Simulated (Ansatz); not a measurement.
Born–Oppenheimer molecular dynamics of H7N3Si (11 atoms, charge 0, multiplicity 1). It starts from a relaxed structure.

Level of theory: RKS PBE-D4/6-31G (Ansatz 0.2.0).

```
ensemble             : NVT, Nosé–Hoover chain
time step            : 0.5 fs
steps asked          : 150
set temperature      : 300 K
thermostat           : time constant 50 fs, chain length 5
temperature schedule : 37 steps to 300 K, then 113 steps to 10 K
seed                 : 794067
```

First frame:

```xyz
11
Properties=species:S:1:pos:R:3
Si 0.018 -0.070 -0.049
H 0.110 -0.383 1.438
N 1.714 0.128 -0.509
H 2.468 -0.229 0.071
H 2.003 0.448 -1.429
N -0.754 1.392 -0.664
H -1.758 1.445 -0.810
H -0.256 2.274 -0.728
N -1.014 -1.374 -0.652
H -1.165 -2.223 -0.116
H -1.359 -1.409 -1.607
```

How far do the bonds stretch over the last three quarters of this one trajectory? (Pairs bonded in most of those frames.)


```
  bond  mean (Å)  spread (Å)  shortest  longest
Si1–H2     1.527       0.020      1.49     1.55
Si1–N3     1.771       0.019      1.74     1.80
Si1–N6     1.767       0.017      1.74     1.80
Si1–N9     1.777       0.032      1.72     1.83
 N3–H4     1.017       0.007      1.01     1.03
 N3–H5     1.017       0.004      1.01     1.03
 N6–H7     1.019       0.016      0.99     1.05
 N6–H8     1.018       0.010      1.00     1.04
N9–H10     1.017       0.010      1.00     1.03
N9–H11     1.017       0.009      1.00     1.03
```

Mean temperature of the second half: 190 K. The conserved energy stayed within 0.1 meV per atom of its start (net change 0.042 meV per atom), so the integration is sound. The schedule's set-point averaged 106 K over the second half and the system 190 K, so it lags behind the ramp. A run of 0.075 ps of so small a system gives no equilibrium averages. Limits of this set-up: no polarisation functions.

Time of the run: 2.7 min on 1 thread of AMD EPYC 9R45 96-Core Processor (Zen 5) (shared host), peak memory 0.13 GiB.
